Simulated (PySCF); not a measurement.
CH4Si, charge -1, doublet, geometry from GFN2-xTB (a state made from the parent by changing its charge; the spin is typed, not shown lowest) (in this run its highest filled SCF level lies above zero, so its values depend strongly on the basis, on diffuse functions most of all). Base run: PySCF with M06L/6-31G*.

Here is a job for PySCF.
```python
from pyscf import gto, scf, dft

mol = gto.Mole()
mol.atom = '''
    C    -1.16054452   -0.04220617    0.36180095
    Si    0.55785126    0.01846367   -0.21322761
    H    -1.78689558    0.80547116    0.04122007
    H    -1.69639970   -0.97487258    0.12381524
    H     1.37811625   -1.09426282    0.37924634
    H     1.25852856    1.25840994    0.27009922
'''
mol.basis = '6-31g*'
mol.charge = -1
mol.spin = 1
mol.verbose = 4
mol.build()

mf = dft.UKS(mol)
mf.xc = 'm06l'
mf.kernel()
mf.analyze()
```

Each row names what was changed in the base input (with any setting that the change needs).

```
change                                ΔE vs base (mEh)  grid points  electrons on the grid
------------------------------------  ----------------  -----------  ---------------------
base                                             0.000        72536               25.00000
grids.radi_method = gauss_chebyshev              0.038        70648               25.00000
grids.atom_grid = (30, 110)                      2.268        14800               25.00006
grids.level = 2                                 -0.032        44624               24.99999
small_rho_cutoff = 0                             0.000        72536               25.00000
grids.level = 7                                  0.012       374112               25.00000
grids.level = 0                                -80.283         5192               25.00863
grids.level = 4                                  0.013       120360               25.00000
grids.prune = dft.gen_grid.sg1_prune            -0.064        29952               24.99999
grids.prune = off                                0.000       117776               25.00000
grids.becke_scheme = stratmann                  -0.002        72536               25.00000
```

Open shells are given as the SCF converged; they aren't shown to be the lowest states, and a large step between rows can be another state.
